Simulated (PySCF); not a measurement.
Correlation energy of Tl (thallium, neutral)

[Xe] 4f14 5d10 6s2 6p1, 2P determinant. Calculation: PySCF 2.14, in aug-cc-pVDZ-PP with ECP60MDF (5s4p3d, 32 functions); a scalar-relativistic core potential. Frozen: 5s2 5p6 5d10; 3 electrons correlated.

MP2 pair energies summed by pair of shells (mhartree):

| pair | energy | share (%) |
| --- | --- | --- |
| 6s-6s | -13.50 | 61.2 |
| 6s-6p | -8.57 | 38.8 |

Total MP2 correlation energy: -22.06 mhartree.

Same-spin part -2.02 and opposite-spin part -20.05 mhartree; SCS-MP2 scales them by 1/3 and 6/5 to -24.73 mhartree.

```tsv
level	correlation energy (mhartree)
CCSD	-32.06
(T)	-0.29
CCSD(T)	-32.35
```

Diagnostics: T1 = 0.0093, D1 = 0.0213, largest double amplitude 0.043.

Spin-orbit coupling, absent here, splits the open shell strongly.

Cost of the coupled-cluster step: 0.14 s of wall time on 1 thread of Neoverse-V2 (shared host), for 3 correlated electrons.

Iterations:

```
CC2 = 0
CCSD nocc = (np.int64(2), np.int64(1)), nmo = (23, 23)
frozen orbitals [[0, 1, 2, 3, 4, 5, 6, 7, 8], [0, 1, 2, 3, 4, 5, 6, 7, 8]]
max_cycle = 100
direct = 0
conv_tol = 1e-08
conv_tol_normt = 1e-06
diis_space = 8
diis_start_cycle = 0
Init t2, MP2 energy = -0.022063567867771
Init E_corr(UCCSD) = -0.0220635678681754
cycle = 1  E_corr(UCCSD) = -0.0287001910907562  dE = -0.00663662322  norm(t1,t2) = 0.0451873
cycle = 2  E_corr(UCCSD) = -0.0308256811447615  dE = -0.00212549005  norm(t1,t2) = 0.0172937
cycle = 3  E_corr(UCCSD) = -0.0320686524308808  dE = -0.00124297129  norm(t1,t2) = 0.00728732
cycle = 4  E_corr(UCCSD) = -0.0320511985999178  dE = 1.7453831e-05  norm(t1,t2) = 0.00102637
cycle = 5  E_corr(UCCSD) = -0.032059275887998  dE = -8.07728808e-06  norm(t1,t2) = 0.000163948
cycle = 6  E_corr(UCCSD) = -0.0320566044630192  dE = 2.67142498e-06  norm(t1,t2) = 3.19644e-05
cycle = 7  E_corr(UCCSD) = -0.0320578051509091  dE = -1.20068789e-06  norm(t1,t2) = 7.76895e-06
cycle = 8  E_corr(UCCSD) = -0.0320574819866767  dE = 3.23164232e-07  norm(t1,t2) = 2.07938e-06
cycle = 9  E_corr(UCCSD) = -0.0320575121619156  dE = -3.01752389e-08  norm(t1,t2) = 3.99585e-07
cycle = 10  E_corr(UCCSD) = -0.0320575133252087  dE = -1.16329309e-09  norm(t1,t2) = 7.33327e-08
UCCSD converged
E(UCCSD) = -171.5445789612137  E_corr = -0.03205751332520867
UCCSD(T) correction = -0.000293327724388718
```
